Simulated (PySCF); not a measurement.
SMILES COCCOCC[OH+]C (charge +1), GFN2-xTB optimised geometry.

```
24

C      0.70    -4.64    -4.16
O      0.51    -4.63    -2.76
C      1.02    -3.51    -2.10
C      0.13    -2.27    -2.26
O      0.54    -1.32    -1.28
C     -0.26    -0.17    -1.23
C      0.23     0.60     0.00
O     -0.30     1.96     0.00
C      0.20     2.78     1.09
H      1.75    -4.49    -4.41
H      0.09    -3.88    -4.66
H      0.38    -5.63    -4.50
H      1.05    -3.77    -1.04
H      2.04    -3.28    -2.44
H      0.22    -1.83    -3.26
H     -0.92    -2.56    -2.09
H     -1.32    -0.43    -1.14
H     -0.12     0.44    -2.14
H      1.32     0.60     0.00
H     -0.13     0.11     0.91
H     -0.07     2.38    -0.86
H     -0.13     2.33     2.02
H      1.28     2.86     1.08
H     -0.25     3.77     0.99
```

Density from PBE0/def2-SVP run with PySCF at that geometry.

Minimum of the electron density along straight lines between bonded atoms, close to the bond critical point (lines longer than 1.1 times the sum of covalent radii, or with two minima, are not listed):

```tsv
bond	length / Å	ρ at the minimum / e bohr⁻³	∇²ρ there / e bohr⁻⁵	position (fraction from the first atom)
C1–O2	1.411	0.257	___	0.34
O2–C3	1.396	0.270	___	0.66
C3–C4	1.539	0.247	-0.59	0.48
C4–O5	1.422	0.243	-0.27	0.34
O5–C6	1.398	0.275	-0.60	0.65
C6–C7	1.530	0.249	-0.60	0.47
C7–O8	1.460	0.208	0.04	0.33
O8–C9	1.450	0.213	0.04	0.67
C1–H10	1.095	0.279	-1.04	0.63
C1–H11	1.095	0.279	-1.03	0.63
C1–H12	1.088	0.285	-1.12	0.64
C3–H13	1.093	0.284	-1.10	0.64
C3–H14	1.099	0.279	-1.04	0.63
C4–H15	1.098	0.280	-1.05	0.63
C4–H16	1.098	0.280	-1.06	0.64
C6–H17	1.100	0.281	-1.08	0.64
C6–H18	1.106	0.274	-1.00	0.63
C7–H19	1.094	0.285	-1.14	0.66
C7–H20	1.091	0.287	-1.17	0.66
O8–H21	0.981	0.335	___	0.83
C9–H22	1.089	0.287	-1.17	0.66
C9–H23	1.091	0.286	-1.15	0.66
C9–H24	1.089	0.287	-1.17	0.66
```

Complete the blanks.


- C1–O2, ∇²ρ there / e bohr⁻⁵: -0.41
- O2–C3, ∇²ρ there / e bohr⁻⁵: -0.49
- O8–H21, ∇²ρ there / e bohr⁻⁵: -2.51
